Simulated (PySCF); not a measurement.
Gas-phase reaction: ZrCl4 + 2 H2O → ZrCl2(OH)2 + 2 HCl

Method: PySCF energies (xtb for GFN2) plus ideal-gas RRHO corrections (1 bar). † marks an energy on the PBE0/def2-TZVP geometry and frequencies; other levels use their own. MP2 and CCSD(T) freeze the core. All species are closed-shell singlets. Zr: scalar-relativistic def2 core potential, no spin-orbit coupling. ZrCl2(OH)2: computed as isolated molecules; such fragments, hydroxides, amides, oligomers or adducts are transient or little studied in the gas. MP2 isn't extrapolated to the basis-set limit; its ΔH°(298 K) is -1.7 kJ in def2-SVP and 32.8 kJ in def2-TZVPP. CCSD(T) isn't extrapolated to the basis-set limit; its ΔH°(298 K) is -3.3 kJ in def2-SVP and 24.4 kJ in def2-TZVPP. The harmonic model lacks anharmonicity and excited electronic states, which grow with temperature; levels with a mode under 35 cm⁻¹ are left out. Soft modes under 120 cm⁻¹ make the harmonic entropy rough for ZrCl4, ZrCl2(OH)2.

| level | ΔE electronic, kJ | ΔH°(298 K), kJ | ΔS°(298 K), J/K | ΔG°(600 K), kJ |
|---|---|---|---|---|
| BLYP/def2-TZVP† | 33 | 15 | 19 | 2 |
| CCSD(T)/def2-TZVPP† | 42 | 24 | 19 | 11 |
| GFN2-xTB | 104 | 82 | 31 | 61 |
| M06-2X/def2-TZVP† | 46 | 28 | 19 | 14 |
| MP2/def2-SVP† | 16 | -2 | 19 | -15 |
| PBE/def2-TZVP† | 44 | 26 | 19 | 12 |
| PBE0/def2-TZVP | 46 | 29 | 19 | 15 |
ΔH° is lowest at MP2/def2-SVP† and highest at GFN2-xTB. No reference value is set beside these.
